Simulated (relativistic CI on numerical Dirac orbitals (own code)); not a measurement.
Method of calculation: Dirac-Coulomb-Breit CI, KLI orbitals optimised for each configuration, QED by a radiative potential, unscaled Slater integrals (own radial code, finite nucleus).

Configurations in the expansion (outside the closed core 1s2): 2s², 2s2p, 2p², 2p3s, 2p3p, 2s3s, 2s3p, 2s3d, 2s4s, 2s4p, 2s4d, 2s4f, 2s5s, 3s², 2s5p, 2s5d, 2s5f, 2s5g, 3s3p, 3p². Levels of other configurations are missing.

At this charge energies of transitions that change n are usually good to better than 1 %, and those within a shell (Δn = 0) to a few per cent.

Outline of the computed level scheme of Nb XXXVIII. Lowest level of each configuration: 2s² ¹S0 at 0.00 eV; 2s2p ³P°0 at 73.20 eV; 2p² ³P0 at 210.94 eV; 2s3s ³S1 at 2969.23 eV; 2s3p ³P°0 at 3005.45 eV; 2s3d ³D1 at 3054.21 eV; 2p3s ³P°0 at 3062.65 eV; 2p3p ³D1 at 3086.75 eV; 2s4s ³S1 at 3991.49 eV.

Some strong electric-dipole decays among the lowest 36 levels: 2s3d ³D3 → 2s2p ³P°2 (1.5e+14 s⁻¹); 2s3d ³D2 → 2s2p ³P°1 (1.2e+14 s⁻¹); 2s3d ¹D2 → 2s2p ¹P°1 (1.2e+14 s⁻¹); 2s3d ³D1 → 2s2p ³P°0 (1.0e+14 s⁻¹); 2s3d ³D1 → 2s2p ³P°1 (6.8e+13 s⁻¹); 2s3p ¹P°1 → 2s² ¹S0 (5.4e+13 s⁻¹); 2p3p ³P0 → 2s2p ³P°1 (5.3e+13 s⁻¹); 2p3p ¹S0 → 2s2p ¹P°1 (5.1e+13 s⁻¹).

LS names give the leading component of a level, which can be under half, so a name can repeat, a term be missing and a line seem to break the LS rules.
